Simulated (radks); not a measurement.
Results of a calculation; reference values are marked as such.
Neutral copper inside a hard spherical wall (all orbitals vanish at R), configuration held at [Ar] 3d10 4s1 and not refilled when levels cross. Level of theory: scalar-relativistic Kohn-Sham, LDA (Slater exchange, Perdew-Wang correlation), spin-polarised, spherical densities, point nucleus; open shells are filled with parallel spins first (a radial shooting solver on a logarithmic mesh with Libxc functionals). Eigenvalues in eV for spin up, with the zero of energy where the potential of the charges vanishes at infinity; a dash marks a level that is unbound or too diffuse for the functional's potential to be trusted. A positive occupied level is held by the wall or, in an anion where self-interaction has pushed it up, behind a barrier. The pressure on the wall is -dE/dV.

[
 {"R (bohr)": "free", "E (hartree)": "-1652.27081", "kinetic (hartree)": "1676.149", "e(3s)": "-114.07", "e(3p)": "-71.962", "e(3d)": "-5.336", "e(4s)": "-5.180", "e(4p, empty)": "-0.985", "e(5s, empty)": "-0.007", "pressure (GPa)": "0"},
 {"R (bohr)": "20", "E (hartree)": "-1652.27081", "kinetic (hartree)": "1676.149", "e(3s)": "-114.07", "e(3p)": "-71.962", "e(3d)": "-5.336", "e(4s)": "-5.180", "e(4p, empty)": "-0.984", "e(5s, empty)": "0.146", "pressure (GPa)": "< 0.0001"},
 {"R (bohr)": "15", "E (hartree)": "-1652.27081", "kinetic (hartree)": "1676.149", "e(3s)": "-114.07", "e(3p)": "-71.962", "e(3d)": "-5.336", "e(4s)": "-5.180", "e(4p, empty)": "-0.978", "e(5s, empty)": "0.402", "pressure (GPa)": "< 0.0001"},
 {"R (bohr)": "12", "E (hartree)": "-1652.27080", "kinetic (hartree)": "1676.149", "e(3s)": "-114.07", "e(3p)": "-71.960", "e(3d)": "-5.334", "e(4s)": "-5.178", "e(4p, empty)": "-0.947", "e(5s, empty)": "0.894", "pressure (GPa)": "0.000231"},
 {"R (bohr)": "8", "E (hartree)": "-1652.26934", "kinetic (hartree)": "1676.161", "e(3s)": "-113.96", "e(3p)": "-71.855", "e(3d)": "-5.233", "e(4s)": "-5.079", "e(4p, empty)": "-0.530", "e(5s, empty)": "3.838", "pressure (GPa)": "0.0639"},
 {"R (bohr)": "5", "E (hartree)": "-1652.21775", "kinetic (hartree)": "1676.423", "e(3s)": "-112.40", "e(3p)": "-70.298", "e(3d)": "-3.759", "e(4s)": "-3.267", "e(4p, empty)": "2.888", "e(5s, empty)": "18.544", "pressure (GPa)": "6.16"},
 {"R (bohr)": "4", "E (hartree)": "-1652.07848", "kinetic (hartree)": "1676.989", "e(3s)": "-109.86", "e(3p)": "-67.796", "e(3d)": "-1.380", "e(4s)": "0.222", "e(4p, empty)": "8.024", "e(5s, empty)": "37.052", "pressure (GPa)": "38.0"},
 {"R (bohr)": "3.5", "E (hartree)": "-1651.88434", "kinetic (hartree)": "1677.709", "e(3s)": "-107.23", "e(3p)": "-65.217", "e(3d)": "1.118", "e(4s)": "4.317", "e(4p, empty)": "13.533", "e(5s, empty)": "55.361", "pressure (GPa)": "107"},
 {"R (bohr)": "1.5", "E (hartree)": "-1634.30278", "kinetic (hartree)": "1734.355", "e(3s)": "-36.158", "e(3p)": "7.451", "e(3d)": "82.198", "e(4s)": "212.08", "e(4p, empty)": "236.40", "e(5s, empty)": "609.00", "pressure (GPa)": "52800"}
]
